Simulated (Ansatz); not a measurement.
Mulliken charges of C$_{2}$H$_{3}$ClFIn (`C=[CH][In]([F])[Cl]`) from ωB97M-V/def2-TZVPP in Ansatz (PBE0-D4/def2-TZVP geometry).

```tsv
atom	x (Å)	y (Å)	z (Å)	charge (e)
C1	-0.964	-0.232	1.181	-0.182
C2	0.227	0.194	0.775	-0.290
In3	0.732	0.128	-1.265	0.929
F4	-0.615	-0.578	-2.484	-0.488
Cl5	2.630	0.740	-2.428	-0.335
H6	-1.245	-0.206	2.232	0.115
H7	-1.712	-0.624	0.498	0.123
H8	0.947	0.579	1.490	0.128
```

Question: By hand: the dipole of these point charges (1 e Å = 4.8032 D).

Answer: Σ q r = (-0.024, 0.113, 0.919) e Å, of length 0.926 e Å = 4.45 D.

Question: How does the dipole of the full density compare? (Best estimate.)

Answer: Computed: (-0.088, 0.074, 0.829) e Å, 4.02 D; the point charges give 1.11 times that, at 5° from its direction.

Point charges leave out the atoms' own dipoles, such as those of lone pairs, and Mulliken's split depends on the basis, so the close match here is no proof of good charges.
